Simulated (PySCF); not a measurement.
C2H4Cl2, singlet, at a GFN2-xTB geometry; DF-B3LYP/pcseg-0 in PySCF.

PySCF was given this input:
```python
from pyscf import gto, scf, dft

mol = gto.Mole()
mol.atom = '''
    C    -1.61498360   -0.56133040    0.30507019
    C    -0.17873453   -0.14046863    0.51016816
    Cl    0.91867628   -1.17800888   -0.43701250
    Cl    0.05348245    1.55551727    0.01251511
    H    -1.88972548   -0.47586995   -0.74339344
    H    -1.74153944   -1.59452356    0.62060197
    H    -2.27012343    0.07550472    0.89523765
    H     0.13699873   -0.21195951    1.55257940
'''
mol.basis = 'pcseg-0'
mol.verbose = 4
mol.max_memory = 1800
mol.build()

mf = dft.RKS(mol)
mf.xc = 'b3lyp'
mf = mf.density_fit(auxbasis='def2-universal-jkfit')
mf.kernel()
```

The log (banner, timings and long lists left out):

```
PySCF version 2.14.0

[INPUT] verbose = 4
[INPUT] num. atoms = 8
[INPUT] num. electrons = 50
[INPUT] charge = 0
[INPUT] spin (= nelec alpha-beta = 2S) = 0
[INPUT] symmetry False subgroup None
[INPUT] Mole.unit = angstrom
[INPUT] Symbol           X                Y                Z      unit          X                Y                Z       unit  Magmom
[INPUT]  1 C     -1.614983600000  -0.561330400000   0.305070190000 AA   -3.051876699664  -1.060760721393   0.576499107869 Bohr   0.0
[INPUT]  2 C     -0.178734530000  -0.140468630000   0.510168160000 AA   -0.337759310703  -0.265447239793   0.964078099873 Bohr   0.0
[INPUT]  3 Cl     0.918676280000  -1.178008880000  -0.437012500000 AA    1.736046566334  -2.226114155506  -0.825833938011 Bohr   0.0
[INPUT]  4 Cl     0.053482450000   1.555517270000   0.012515110000 AA    0.101067182971   2.939501622331   0.023650130319 Bohr   0.0
[INPUT]  5 H     -1.889725480000  -0.475869950000  -0.743393440000 AA   -3.571063607812  -0.899263876410  -1.404810004398 Bohr   0.0
[INPUT]  6 H     -1.741539440000  -1.594523560000   0.620601970000 AA   -3.291032576728  -3.013212827566   1.172767755666 Bohr   0.0
[INPUT]  7 H     -2.270123430000   0.075504720000   0.895237650000 AA   -4.289911551658   0.142683241912   1.691753974899 Bohr   0.0
[INPUT]  8 H      0.136998730000  -0.211959510000   1.552579400000 AA    0.258890079113  -0.400545423397   2.933949852642 Bohr   0.0

nuclear repulsion = 209.707632237917
number of shells = 12
number of NR pGTOs = 96
number of NR cGTOs = 52
basis = pcseg-0
ecp = {}

******** <class 'pyscf.df.df_jk.DFRKS'> ********
method = DFRKS
initial guess = minao
damping factor = 0
level_shift factor = 0
DIIS = <class 'pyscf.scf.diis.CDIIS'>
diis_start_cycle = 1
diis_space = 8
diis_damp = 0
SCF conv_tol = 1e-09
SCF conv_tol_grad = None
SCF max_cycles = 50
direct_scf = False
XC library pyscf.dft.libxc version 7.1.2
    S. Lehtola, C. Steigemann, M. J. T. Oliveira, and M. A. L. Marques,  SoftwareX 7, 1–5 (2018)
XC functionals = b3lyp
    P. J. Stephens, F. J. Devlin, C. F. Chabalowski, and M. J. Frisch,  J. Phys. Chem. 98, 11623 (1994)
radial grids:
    Treutler-Ahlrichs [JCP 102, 346 (1995); DOI:10.1063/1.469408] (M4) radial grids

becke partition: Becke, JCP 88, 2547 (1988); DOI:10.1063/1.454033
pruning grids: <function nwchem_prune>
grids dens level: 3
symmetrized grids: False
atomic radii adjust function: <function treutler_atomic_radii_adjust>
small_rho_cutoff = 0
Set gradient conv threshold to 3.16228e-05
Initial guess from minao.
tot grids = 105232
******** <class 'pyscf.df.df.DF'> ********
auxbasis = def2-universal-jkfit
init E= -997.910243710787
  HOMO = -0.335877402906984  LUMO = -0.0155270242039172  gap/eV = 8.71718
cycle= 1 E= -997.693770425641  delta_E= 0.216  |g|= 0.417  |ddm|= 2.69
  HOMO = -0.281258359018832  LUMO = -0.0308076356276026  gap/eV = 6.81511
cycle= 2 E= -997.628951145544  delta_E= 0.0648  |g|= 0.689  |ddm|= 1.46
  HOMO = -0.299032337383191  LUMO = 0.0104017288121498  gap/eV = 8.42013
cycle= 3 E= -997.745321973099  delta_E= -0.116  |g|= 0.0479  |ddm|= 0.761
  HOMO = -0.304127827864886  LUMO = 0.00542352628867082  gap/eV = 8.42332
cycle= 4 E= -997.745781026091  delta_E= -0.000459  |g|= 0.0203  |ddm|= 0.0628
  HOMO = -0.304572148235525  LUMO = 0.00698734932595024  gap/eV = 8.47797
cycle= 5 E= -997.74588785221  delta_E= -0.000107  |g|= 0.00364  |ddm|= 0.0304
  HOMO = -0.304020709463722  LUMO = 0.00749492022715037  gap/eV = 8.47677
cycle= 6 E= -997.745891079665  delta_E= -3.23e-06  |g|= 0.000323  |ddm|= 0.00553
  HOMO = -0.30409908429905  LUMO = 0.00741198362696838  gap/eV = 8.47665
cycle= 7 E= -997.745891108946  delta_E= -2.93e-08  |g|= 2.38e-05  |ddm|= 0.00085
  HOMO = -0.304096298249166  LUMO = 0.0074164139345374  gap/eV = 8.47669
cycle= 8 E= -997.745891109183  delta_E= -2.37e-10  |g|= 2.4e-06  |ddm|= 8.47e-05
  HOMO = -0.304096477569103  LUMO = 0.00741613301518274  gap/eV = 8.47669
Extra cycle  E= -997.745891109183  delta_E= 4.55e-13  |g|= 1.13e-06  |ddm|= 8.48e-06
converged SCF energy = -997.745891109183
```
